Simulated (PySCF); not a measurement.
## Computed structure and properties of [CeI4]−

System: [CeI4]− (singlet in the valence; each metal's 4f electrons, 1 of them, lie in its core potential, out of spins and levels); start: template (Td). Method: PySCF 2.14.0, RKS PBE0, Ce lcecp-1-SVP with ECP47, I def2-SVP with ECP28; non-relativistic Hamiltonian with scalar-relativistic core potentials where named; density fitting; no spin-orbit coupling.

Input of the relaxation:

```python
mol = gto.M(atom='''
Ce     0.00000    -0.00000     0.00000
I      1.75440     1.75440     1.75440
I     -1.75440    -1.75440     1.75440
I      1.75440    -1.75440    -1.75440
I     -1.75440     1.75440    -1.75440''',
    basis={'Ce': 'lcecp-1-SVP', 'I': 'def2-SVP'},
    ecp={'Ce': 'lcecp-1-SVP', 'I': 'def2-SVP'},
    charge=-1, spin=0)
mf = dft.RKS(mol, xc='PBE0')
mf.grids.atom_grid = (50, 194)  # f atoms: unpruned, at least (60, 302)
mf = mf.density_fit()  # fitting sets: Ce AutoAux, I def2-universal-JKFIT
mf.conv_tol = 1e-08; mf.max_cycle = 55
mf.kernel(dm0)  # dm0: converged density of the start geometry
# quasi-Newton relaxation in Cartesian coordinates to a largest gradient under 0.00045 Eh/bohr, steps kept in the point group
```

Run from Python with OMP_NUM_THREADS=4; the lines above give its settings. Where DIIS fails, smearing, a level shift and second-order steps follow.
It took 38 s on 4 threads of Intel(R) Xeon(R) Processor @ 2.70GHz (shared host), from the converged density of the start.

Course of the relaxation:

```
step  energy above end (eV)  largest force component within the symmetry (eV/Å)
   0                 0.0018                                               0.046
   1                 0.0007                                               0.029
   2                 0.0000                                               0.000
```

Relaxed geometry (Td):

```xyz
5

Ce    0.0000    0.0000    0.0000
I     1.7477    1.7477    1.7477
I    -1.7477   -1.7477    1.7477
I     1.7477   -1.7477   -1.7477
I    -1.7477    1.7477   -1.7477
```

```json
{"contact": "Ce1–I2 (I)", "Å": "3.027"}
{"contact": "Ce1–I3 (I)", "Å": "3.027"}
{"contact": "Ce1–I4 (I)", "Å": "3.027"}
{"contact": "Ce1–I5 (I)", "Å": "3.027"}
```

On the finer grid (75, 302):

```json
{
  "HOMO": "-3.99 eV",
  "LUMO": "1.85 eV",
  "Dipole about the centre of mass": "0.00 D",
  "Set of Mulliken populations of Ce1 outside the core potential": "s 2.27, p 6.36, d 1.42, f 0.03",
  "D3(BJ) dispersion energy (not in the energies)": "-0.275 eV"
}
```

| atom | Mulliken (e) | Löwdin (e) | spin (e) |
| --- | --- | --- | --- |
| Ce1 | 0.91 | -0.55 | 0.00 |
| I2 | -0.48 | -0.11 | 0.00 |
| I3 | -0.48 | -0.11 | 0.00 |
| I4 | -0.48 | -0.11 | 0.00 |
| I5 | -0.48 | -0.11 | 0.00 |

The 4f levels lie in the core potential and are missing. Their spin isn't counted.

On the grid (50, 194), as all that follows. Harmonic modes: a minimum within the noise of the softest modes; lowest 24 cm⁻¹ (negative: unstable), highest 171 cm⁻¹, zero-point energy 0.048 eV.

Taking off one I (charge -1, singlet; the rest: singlet) in vacuum, both parts rigid, costs 3.49 eV; the small basis without counterpoise inflates it.

Rigid scan of I along the line from its metal, all other atoms held (where the atom bridges, its other bond changes as well):

```
distance to I2 (Å)  energy (eV)
              2.73        0.381
              2.83        0.148
              2.93        0.033
              3.03        0.000
              3.13        0.027
              3.23        0.096
              3.43        0.307
              3.73        0.696
              4.13        1.200
              4.63        1.719
```

One start shape was tried, so this needn't be the lowest isomer.

An lcecp potential fixes the number of 4f electrons, so in runs with it no electron can move into or out of that shell.
